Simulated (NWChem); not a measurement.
System: CH$_{4}$BeOS; SMILES C[O][Be][SH]

Excerpt of the output:

```
             Northwest Computational Chemistry Package (NWChem) 7.3.0
             --------------------------------------------------------

 C1  symmetry detected

                             Geometry "geometry" -> ""
                             -------------------------

 Output coordinates in angstroms (scale by  1.889725989 to convert to a.u.)

  No.       Tag          Charge          X              Y              Z
 ---- ---------------- ---------- -------------- -------------- --------------
    1 Be                   4.0000     0.02200436    -0.12150010    -0.00205089
    2 O                    8.0000     0.01871927     1.26894452    -0.00494214
    3 C                    6.0000     0.01379561     2.64248867     0.00338626
    4 H                    1.0000     0.32504311     3.03761526     0.98660819
    5 H                    1.0000     0.70441376     3.04803117    -0.75690955
    6 H                    1.0000    -0.99410209     3.03776228    -0.21415564
    7 S                   16.0000     0.05844911    -2.03231642     0.00070799
    8 H                    1.0000    -1.29108584    -2.12683374     0.00055223

 Effective nuclear repulsion energy (a.u.)     116.1358662086

  pbe96 is a nonlocal functional; adding pw91lda local functional.

                                 NWChem DFT Module
                                 -----------------

 Summary of "ao basis" -> "ao basis" (spherical)
 ------------------------------------------------------------------------------
       Tag                 Description            Shells   Functions and Types
 ---------------- ------------------------------  ------  ---------------------
 Be                         def2-svp                 5        9   3s2p
 O                          def2-svp                 6       14   3s2p1d
 C                          def2-svp                 6       14   3s2p1d
 H                          def2-svp                 3        5   2s1p
 S                          def2-svp                 8       18   4s3p1d

            General Information
            -------------------
          SCF calculation type: DFT
          Wavefunction type:  closed shell.
          No. of atoms     :     8
          No. of electrons :    38
           Alpha electrons :    19
            Beta electrons :    19
          Charge           :     0
          Spin multiplicity:     1
          Use of symmetry is: off; symmetry adaption is: off
          Maximum number of iterations: 150
          AO basis - number of functions:    75
                     number of shells:    37
          Convergence on energy requested:  1.00D-06
          Convergence on density requested:  1.00D-05
          Convergence on gradient requested:  5.00D-04

              XC Information
              --------------
                     Hartree-Fock (Exact) Exchange  1.000
                     LC-wPBE(h)Exchange Functional  1.000
            Perdew 1991 LDA Correlation Functional  1.000 local
           PerdewBurkeErnz. Correlation Functional  1.000 non-local

           Range-Separation Parameters
           ---------------------------
           Alpha           :  0.00
           Beta            :  1.00
           Gamma           :  0.40
           Short-Range HF  :     F

             Grid Information
             ----------------
          Grid used for XC integration:  medium
          Radial quadrature: Mura-Knowles
          Angular quadrature: Lebedev.
          Tag              B.-S. Rad. Rad. Pts. Rad. Cut. Ang. Pts.
          ---              ---------- --------- --------- ---------
          Be                  1.05       49          10.0       434
          O                   0.60       49          10.0       434
          C                   0.70       49          12.0       434
          H                   0.35       45          13.0       434
          S                   1.00       88          12.0       590
          Grid pruning is: on
          Number of quadrature shells:   415
          Spatial weights used:  Erf1

      Superposition of Atomic Density Guess
      -------------------------------------

 Sum of atomic energies:        -526.21412575

      Non-variational initial energy
      ------------------------------

 Total energy =    -527.695806
 1-e energy   =    -953.729665
 2-e energy   =     309.897992
 HOMO         =      -0.333747
 LUMO         =      -0.008521

   convergence    iter        energy       DeltaE   RMS-Dens  Diis-err
 ---------------- ----- ----------------- --------- --------- ---------
 d= 0,ls=0.0,diis     1   -528.2177862580 -6.44D+02  1.08D-02  6.96D-01
 d= 0,ls=0.0,diis     2   -528.2516311156 -3.38D-02  4.45D-03  5.54D-01
 d= 0,ls=0.0,diis     3   -528.2989448657 -4.73D-02  1.10D-03  1.49D-02
 d= 0,ls=0.0,diis     4   -528.3007947188 -1.85D-03  3.69D-04  7.82D-04
 d= 0,ls=0.0,diis     5   -528.3009312577 -1.37D-04  1.53D-04  5.80D-05
  Resetting Diis
 d= 0,ls=0.0,diis     6   -528.3009475564 -1.63D-05  4.68D-05  4.03D-06
 d= 0,ls=0.0,diis     7   -528.3009489297 -1.37D-06  1.15D-05  2.93D-07
 d= 0,ls=0.0,diis     8   -528.3009490400 -1.10D-07  4.55D-06  7.29D-08

         Total DFT energy =     -528.300949039972
      One electron energy =     -957.580069725533
           Coulomb energy =      357.014063031735
    Exchange-Corr. energy =      -43.870808554796
 Nuclear repulsion energy =      116.135866208622

 Numeric. integr. density =       37.999994062171

                       DFT Final Molecular Orbital Analysis
                       ------------------------------------

 Vector   17  Occ=2.000000D+00  E=-4.235664D-01
              MO Center=  9.4D-02,  1.4D+00,  5.7D-02, r^2= 2.6D+00
   Bfn.  Coefficient  Atom+Function         Bfn.  Coefficient  Atom+Function
  ----- ------------  ---------------      ----- ------------  ---------------
    15      0.486970  2 O  pz                18      0.372175  2 O  pz
    38     -0.238523  4 H  s                 29     -0.233043  3 C  pz
    43      0.184581  5 H  s                  6     -0.175870  1 Be pz
    39     -0.132110  4 H  s                 65      0.129293  7 S  pz
    62      0.115933  7 S  pz                44      0.102232  5 H  s

 Vector   18  Occ=2.000000D+00  E=-4.164381D-01
              MO Center= -1.3D-02,  1.2D+00, -5.4D-02, r^2= 3.5D+00
   Bfn.  Coefficient  Atom+Function         Bfn.  Coefficient  Atom+Function
  ----- ------------  ---------------      ----- ------------  ---------------
    13      0.484951  2 O  px                16      0.382456  2 O  px
    48      0.233742  6 H  s                 27     -0.219183  3 C  px
    43     -0.162130  5 H  s                 64      0.153058  7 S  py
     4     -0.130224  1 Be px                61      0.126736  7 S  py
    49      0.126056  6 H  s                 63     -0.116604  7 S  px

 Vector   19  Occ=2.000000D+00  E=-3.630032D-01
              MO Center=  3.9D-02, -1.6D+00,  4.7D-03, r^2= 2.6D+00
   Bfn.  Coefficient  Atom+Function         Bfn.  Coefficient  Atom+Function
  ----- ------------  ---------------      ----- ------------  ---------------
    65      0.618891  7 S  pz                62      0.423025  7 S  pz
    59      0.244388  7 S  pz                15     -0.183464  2 O  pz
    18     -0.173206  2 O  pz                38      0.069710  4 H  s
     6     -0.066689  1 Be pz                29      0.056285  3 C  pz
    43     -0.054132  5 H  s                  9      0.046735  1 Be pz

 Vector   20  Occ=0.000000D+00  E= 7.479117D-02
              MO Center= -1.2D-01, -3.1D-01,  2.0D-03, r^2= 6.7D+00
   Bfn.  Coefficient  Atom+Function         Bfn.  Coefficient  Atom+Function
  ----- ------------  ---------------      ----- ------------  ---------------
     3      1.438970  1 Be s                 56     -0.698703  7 S  s
    26     -0.347695  3 C  s                 12     -0.254396  2 O  s
    64     -0.251817  7 S  py                 2     -0.232570  1 Be s
    72      0.229120  8 H  s                 63      0.191017  7 S  px
     8     -0.170473  1 Be py                55     -0.166928  7 S  s

 Vector   21  Occ=0.000000D+00  E= 9.797579D-02
              MO Center= -2.2D-01, -1.3D-01, -2.3D-02, r^2= 4.8D+00
   Bfn.  Coefficient  Atom+Function         Bfn.  Coefficient  Atom+Function
  ----- ------------  ---------------      ----- ------------  ---------------
     7      0.777044  1 Be px                72      0.498476  8 H  s
     4     -0.374202  1 Be px                56     -0.288337  7 S  s
    49     -0.285595  6 H  s                 16     -0.251876  2 O  px
    13     -0.204271  2 O  px                71      0.200748  8 H  s
    30     -0.195259  3 C  px                 3     -0.166774  1 Be s

 Vector   22  Occ=0.000000D+00  E= 1.196399D-01
              MO Center=  6.0D-02,  2.1D-03,  3.0D-02, r^2= 5.2D+00
   Bfn.  Coefficient  Atom+Function         Bfn.  Coefficient  Atom+Function
  ----- ------------  ---------------      ----- ------------  ---------------
     9      0.828469  1 Be pz                65     -0.384508  7 S  pz
     6     -0.349783  1 Be pz                39      0.329125  4 H  s
    32     -0.250103  3 C  pz                44     -0.246198  5 H  s
    18     -0.233206  2 O  pz                15     -0.198519  2 O  pz
    62     -0.149522  7 S  pz                59     -0.087245  7 S  pz

     Multipole analysis of the density
     ---------------------------------

     L   x y z        total         alpha         beta         nuclear
     -   - - -        -----         -----         ----         -------
     0   0 0 0     -0.000000    -19.000000    -19.000000     38.000000

     1   1 0 0     -0.399746     -0.199873     -0.199873      0.000000
     1   0 1 0      0.937592      0.468796      0.468796     -0.000000
     1   0 0 1      0.002930      0.001465      0.001465     -0.000000

     2   2 0 0    -21.080927    -16.464031    -16.464031     11.847135
     2   1 1 0      1.958860     -1.445288     -1.445288      4.849436
     2   1 0 1     -0.001172     -0.000076     -0.000076     -0.001021
     2   0 2 0    -23.468602   -285.262242   -285.262242    547.055882
     2   0 1 1      0.013331     -0.028361     -0.028361      0.070054
     2   0 0 2    -23.722880    -14.704828    -14.704828      5.686776

                                 NWChem DFT Module
                                 -----------------

            General Information
            -------------------
          SCF calculation type: DFT
          Wavefunction type:  spin polarized.
          No. of atoms     :     8
          No. of electrons :    37
           Alpha electrons :    19
            Beta electrons :    18
          Charge           :     1
          Spin multiplicity:     2
          Use of symmetry is: off; symmetry adaption is: off
          Maximum number of iterations: 150
          This is a Direct SCF calculation.
          AO basis - number of functions:    75
                     number of shells:    37
          Convergence on energy requested:  1.00D-06
          Convergence on density requested:  1.00D-05
          Convergence on gradient requested:  5.00D-04

              XC Information
              --------------
                     Hartree-Fock (Exact) Exchange  1.000
                     LC-wPBE(h)Exchange Functional  1.000
            Perdew 1991 LDA Correlation Functional  1.000 local
           PerdewBurkeErnz. Correlation Functional  1.000 non-local

           Range-Separation Parameters
           ---------------------------
           Alpha           :  0.00
           Beta            :  1.00
           Gamma           :  0.40
           Short-Range HF  :     F

             Grid Information
             ----------------
          Grid used for XC integration:  medium
          Radial quadrature: Mura-Knowles
          Angular quadrature: Lebedev.
          Tag              B.-S. Rad. Rad. Pts. Rad. Cut. Ang. Pts.
          ---              ---------- --------- --------- ---------
          Be                  1.05       49          10.0       434
          O                   0.60       49          10.0       434
          C                   0.70       49          12.0       434
          H                   0.35       45          13.0       434
          S                   1.00       88          12.0       590
          Grid pruning is: on
          Number of quadrature shells:   415
          Spatial weights used:  Erf1

      Superposition of Atomic Density Guess
      -------------------------------------

 Sum of atomic energies:        -526.21412575

 Renormalizing density from      38.00 to     37

      Non-variational initial energy
      ------------------------------

 Total energy =    -518.693467
 1-e energy   =    -928.631516
 2-e energy   =     293.802182
 HOMO         =      -0.645419
 LUMO         =      -0.252386

   convergence    iter        energy       DeltaE   RMS-Dens  Diis-err
 ---------------- ----- ----------------- --------- --------- ---------
 d= 0,ls=0.0,diis     1   -527.7348643411 -6.44D+02  9.46D-03  5.00D-01
                                                     1.09D-02  5.21D-01
 d= 0,ls=0.0,diis     2   -527.5600912817  1.75D-01  5.29D-03  9.79D-01
                                                     7.12D-03  8.91D-01
 d= 0,ls=0.0,diis     3   -527.9281334507 -3.68D-01  1.31D-03  2.19D-02
                                                     1.38D-03  2.20D-02
 d= 0,ls=0.0,diis     4   -527.9390260779 -1.09D-02  3.49D-04  3.02D-04
                                                     6.42D-04  6.40D-04
 d= 0,ls=0.0,diis     5   -527.9400616098 -1.04D-03  2.15D-04  8.69D-05
                                                     4.73D-04  1.28D-04
  Resetting Diis
 d= 0,ls=0.0,diis     6   -527.9405075928 -4.46D-04  1.01D-04  2.53D-05
                                                     3.14D-04  4.20D-05
 d= 0,ls=0.0,diis     7   -527.9406842086 -1.77D-04  6.99D-05  1.94D-05
                                                     1.22D-04  1.95D-05
 d= 0,ls=0.0,diis     8   -527.9407384175 -5.42D-05  1.91D-05  3.94D-06
                                                     7.78D-05  1.74D-05
 d= 0,ls=0.0,diis     9   -527.9407634828 -2.51D-05  9.27D-05  9.20D-06
                                                     2.15D-04  7.52D-06
 d= 0,ls=0.0,diis    10   -527.9408130390 -4.96D-05  5.58D-05  1.09D-06
                                                     1.31D-04  2.10D-06
 d= 0,ls=0.0,diis    11   -527.9408225637 -9.52D-06  1.01D-05  8.49D-08
                                                     1.33D-05  2.83D-07
 d= 0,ls=0.0,diis    12   -527.9408229036 -3.40D-07  8.10D-06  1.28D-07
                                                     1.06D-05  4.97D-08
 d= 0,ls=0.0,diis    13   -527.9408229842 -8.06D-08  1.84D-06  3.55D-09
                                                     4.54D-06  7.48D-09

         Total DFT energy =     -527.940822984181
      One electron energy =     -948.103960814631
           Coulomb energy =      347.575663436329
    Exchange-Corr. energy =      -43.548391814501
 Nuclear repulsion energy =      116.135866208622

 Numeric. integr. density =       36.999993377845

                    DFT Final Alpha Molecular Orbital Analysis
                    ------------------------------------------

 Vector   17  Occ=1.000000D+00  E=-7.281252D-01
              MO Center=  5.3D-02, -1.1D+00,  1.8D-02, r^2= 4.5D+00
   Bfn.  Coefficient  Atom+Function         Bfn.  Coefficient  Atom+Function
  ----- ------------  ---------------      ----- ------------  ---------------
    65      0.537583  7 S  pz                62      0.465287  7 S  pz
    59      0.250900  7 S  pz                29     -0.185507  3 C  pz
    15     -0.160627  2 O  pz                18     -0.122183  2 O  pz
    38     -0.120201  4 H  s                 43      0.094420  5 H  s
    32     -0.066081  3 C  pz                39     -0.037516  4 H  s

[...]
```

Level: LC-wPBE (HJS exchange hole, range parameter 0.4 per bohr)/def2-SVP, vertical spin-unrestricted ions. The geometry was optimised at PBE0/def2-SVP.

Task: Which NWChem input produces such a log?

Result: Several could match; the one computed here: the input that was run:
```
start job
memory heap 200 mb stack 900 mb global 1100 mb
geometry units angstroms noautoz
  Be     0.030838    -0.144791     0.070405
  O      0.024023     1.245003     0.028196
  C      0.012955     2.618181    -0.003058
  H      0.075723     3.041935     1.014890
  H      0.865803     3.010380    -0.584692
  H     -0.913539     2.997786    -0.468818
  S      0.071478    -2.054434     0.134956
  H     -1.237587    -2.162063    -0.188993
end
basis spherical
  Be library def2-svp
  O library def2-svp
  C library def2-svp
  H library def2-svp
  S library def2-svp
end
dft
  xc xwpbe 1.00 cpbe96 1.0 hfexch 1.00
  cam 0.4 cam_alpha 0.0 cam_beta 1.0
  iterations 150
  vectors input atomic output neutral.movecs
end
task dft energy
charge 1
dft
  odft
  mult 2
  vectors input atomic output cation.movecs
end
task dft energy
```
